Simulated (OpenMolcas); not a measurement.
# Cr4+: moving the ligands

Cr4+ with 6 ligands (chloride) in octahedral coordination (Oh) at 2.31 Å. A charge of +0.333 e stands 2.6 Å behind each ligand. Ligand basis ANO-RCC-VDZP.
```
Cr    0.0000    0.0000    0.0000
Cl    2.3100    0.0000    0.0000
Cl    0.0000    2.3100    0.0000
Cl   -2.3100    0.0000    0.0000
Cl    0.0000   -2.3100    0.0000
Cl    0.0000    0.0000    2.3100
Cl    0.0000    0.0000   -2.3100
```

```yaml
Program: OpenMolcas 26.06
Method: CASSCF
Basis: ANO-RCC-VTZP [6s5p3d2f1g]
Scalar_Hamiltonian: DKH2, point nucleus
Active_space: 2 electrons in 5 orbitals (3d)
State_averaging: 2S+1 = 3 even, 10 roots; 2S+1 = 1 even, 15 roots
Spin-orbit_coupling: state interaction with AMFI integrals over the reference wave functions
```

Runs around this geometry, states (labels of O, the rotations of Oh). Energies in cm-1 above the lowest state or level, χT in cm3 K/mol; under a threefold ground state the first gap can be a small split of the lowest multiplet, not the spin-orbit step.

| R (Å) | Ground state | First state of that spin | First gap with spin-orbit (degeneracies) | χT at 300 K | First state of another spin |
| --- | --- | --- | --- | --- | --- |
| 2.28 | 3T1 | 3T2 15680 | 5.9 (2, 3) | 0.759 | 1T2 14524 |
| 2.31 | 3T1 | 3T2 14889 | 6.3 (2, 3) | 0.757 | 1T2 14633 |
| 2.44 | 3T1 | 3T2 12064 | 8.2 (2, 3) | 0.751 | 1T2 14981 |

Taking the first state of the same spin as R^-n, n = -ln(12064 / 15680) / ln(2.44 / 2.28) = 3.9 between the shortest and longest distance.

An orbital triplet at a regular site is open to Jahn-Teller coupling, which can distort the site and quench the lowest spin-orbit gaps and is left out. Without dynamic correlation the repulsion within the d shell is too large (B by tens of per cent), so at a given field states of lower spin stand too high. The least metal-like active orbital is 74 % on the metal (Löwdin) and no ligand orbital is active, so the numbers are rough. Ligand-to-metal charge-transfer states are missing. With no ligand orbital active B as a rule stays too high, so bands that hang on it stand too high and its fall with covalency is understated. With metal d orbitals alone and no dynamic correlation the field as a rule comes out too small, by tens of per cent, by up to half for chloride and softer ligands. No measured value stands beside these numbers; the geometry was imposed, not optimised, and the real ion may take another.
